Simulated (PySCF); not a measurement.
Fractional electron number in Be⁺ (beryllium, charge +1)

The 2s alpha orbital of [He] 2s1 is emptied in steps (occupation f), with all orbitals relaxed, ending at 1s2. Computed with PySCF 2.14 in jorge-DZP-DKH (4s2p1d, 15 functions), with the spin-free X2C one-electron Hamiltonian (Gaussian nucleus). The exact energy is a straight line in f; departures are measured from the line between the end points of the same method.

Question: Among UHF, LDA, PBE, PBE0, LC-wPBE, BHandHLYP, MN15, CAM-B3LYP, which shows the largest delocalisation error (convex curve), and which is closest to linear?

Answer: Most convex: PBE (-0.908 eV at f = 0.4); closest to linear: UHF (0.001 eV).

```csv
f,UHF (eV),LDA (eV),PBE (eV),PBE0 (eV),LC-wPBE (eV),BHandHLYP (eV),MN15 (eV),CAM-B3LYP (eV)
1,0.000,0.000,0.000,0.000,0.000,0.000,0.000,0.000
0.8,0.000,-0.620,-0.634,-0.467,-0.054,-0.346,-0.430,-0.296
0.6,0.001,-0.904,-0.933,-0.685,-0.073,-0.516,-0.622,-0.438
0.4,0.001,-0.864,-0.908,-0.664,-0.064,-0.513,-0.593,-0.430
0.2,0.000,-0.528,-0.579,-0.421,-0.038,-0.342,-0.368,-0.282
0,0.000,0.000,0.000,0.000,0.000,0.000,0.000,0.000
```

```json
{"method": "UHF", "E(f=0) − E(f=1) (eV)": "18.121", "−ε at f=1 (eV)": "18.123", "−ε at f=0.4 (eV)": "18.120"}
{"method": "LDA", "E(f=0) − E(f=1) (eV)": "18.235", "−ε at f=1 (eV)": "14.293", "−ε at f=0.4 (eV)": "19.212"}
{"method": "PBE", "E(f=0) − E(f=1) (eV)": "18.473", "−ε at f=1 (eV)": "14.460", "−ε at f=0.4 (eV)": "19.380"}
{"method": "PBE0", "E(f=0) − E(f=1) (eV)": "18.439", "−ε at f=1 (eV)": "15.470", "−ε at f=0.4 (eV)": "19.118"}
{"method": "LC-wPBE", "E(f=0) − E(f=1) (eV)": "18.515", "−ε at f=1 (eV)": "18.141", "−ε at f=0.4 (eV)": "18.611"}
{"method": "BHandHLYP", "E(f=0) − E(f=1) (eV)": "18.486", "−ε at f=1 (eV)": "16.309", "−ε at f=0.4 (eV)": "18.927"}
{"method": "MN15", "E(f=0) − E(f=1) (eV)": "17.943", "−ε at f=1 (eV)": "15.189", "−ε at f=0.4 (eV)": "18.599"}
{"method": "CAM-B3LYP", "E(f=0) − E(f=1) (eV)": "18.592", "−ε at f=1 (eV)": "16.720", "−ε at f=0.4 (eV)": "18.991"}
```

As f goes to zero the orbital energy of a semilocal functional can turn back, because the density of that orbital vanishes from the exchange-correlation potential.

Reference removal energy between the ground levels: 18.211 eV (measured; NIST Atomic Spectra Database, ionization energies). UHF lacks correlation.
